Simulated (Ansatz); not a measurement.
Ideal-gas functions of BH$_{4}$NZn (`[BH2][Zn][NH2]`) at 500 K and 1 bar, from an Ansatz frequency run at PBE0-D4/def2-TZVP.

Molar mass 94.24 g/mol, point group C2v (symmetry number 2), electronic degeneracy 1, moments of inertia 3.441, 116.716, 120.145 u Å². Harmonic wavenumbers (cm⁻¹, unscaled): 62, 135, 147, 196, 504, 540, 646, 683, 847, 1158, 1554, 2564, 2641, 3604, 3702.

Use S(trans) = R[1.5 ln M + 2.5 ln T − 1.1517]; rotational temperatures θ = 24.2544 K / I; S(rot) = R[ln(√π/σ · √(T³/θAθBθC)) + 1.5]; for each mode x = 1.438777 ν̃/T, S = R[x/(eˣ − 1) − ln(1 − e⁻ˣ)] and H = RT x/(eˣ − 1); 1 cm⁻¹ = 0.0119627 kJ/mol; R = 8.31446 J/(mol·K).

**Question.** By hand: the entropy, in J/(mol·K).

**Answer.** Translation 176.3. Rotation: θ = 7.0486, 0.2078, 0.2019 K, giving 94.0. Vibration, mode by mode: 22.66, 16.23, 15.53, 13.19, 5.92, 5.44, 4.26, 3.92, 2.70, 1.33, 0.53, 0.04, 0.04, 0.00, 0.00, in all 91.8. Electronic 0.0. Sum 362.1 J/(mol·K).

**Question.** By hand: H − E and G − E in kJ/mol, counted from the electronic energy.

**Answer.** Zero-point energy ½ × 18983 × 0.0119627 = 113.5; thermal vibration 21.7; translation, rotation and pV give 4 RT = 16.6. H − E = 151.8 kJ/mol, and G − E = 151.8 − 500 × 362.1/1000 = -29.2 kJ/mol.

Vibration gives 25 % of the entropy, 54.4 J/(mol·K) of it from the modes under 150 cm⁻¹: soft modes count most, and the harmonic formula is weakest for them. The sum counts one conformer and one mirror image; others add a mixing term.
